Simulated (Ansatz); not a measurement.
One change: `C[SiH2]OB[SiH3]` becomes `BO[SiH2]C`.

Ansatz, PBE0-D4/def2-TZVP geometries, multiplicity 1. Each molecule was computed in one conformer, which needn't be the lowest.

| property | `C[SiH2]OB[SiH3]` |
| --- | --- |
| HOMO energy (PBE0/def2-TZVPP) / eV | -7.49 |
| size of the dipole moment (PBE/def2-TZVPP) / D | 2.36 |
| LUMO energy (ωB97M-V/def2-TZVPP) / eV | 0.77 |
| zero-point energy (PBE0-D4/def2-TZVP) / kJ/mol | 251.3 |
| HOMO–LUMO gap (PBE/def2-TZVPP) / eV | 4.10 |
| LUMO energy (B3LYP/def2-TZVPP) / eV | -1.36 |

Q: What does the change do to each property? (Best estimate.)

A: Computed: 
```csv
property,`BO[SiH2]C`,shift
HOMO energy (PBE0/def2-TZVPP) / eV,-8.31,-0.82
size of the dipole moment (PBE/def2-TZVPP) / D,1.66,-0.70
LUMO energy (ωB97M-V/def2-TZVPP) / eV,1.32,0.55
zero-point energy (PBE0-D4/def2-TZVP) / kJ/mol,209.2,-42.1
HOMO–LUMO gap (PBE/def2-TZVPP) / eV,5.31,1.21
LUMO energy (B3LYP/def2-TZVPP) / eV,-0.78,0.58
```

With PBE0 the HOMO falls by 0.82 eV and the LUMO rises by 0.65 eV, so the gap widens by about 1.47 eV. PBE moves the HOMO by -0.61 eV and ωB97M-V by -0.99 eV. The zero-point energy changes by -42.1 kJ/mol with -9 modes. Dipoles are sizes alone; their direction can turn.

B3LYP here is the variant with VWN-RPA as its local correlation; programs differ in this.
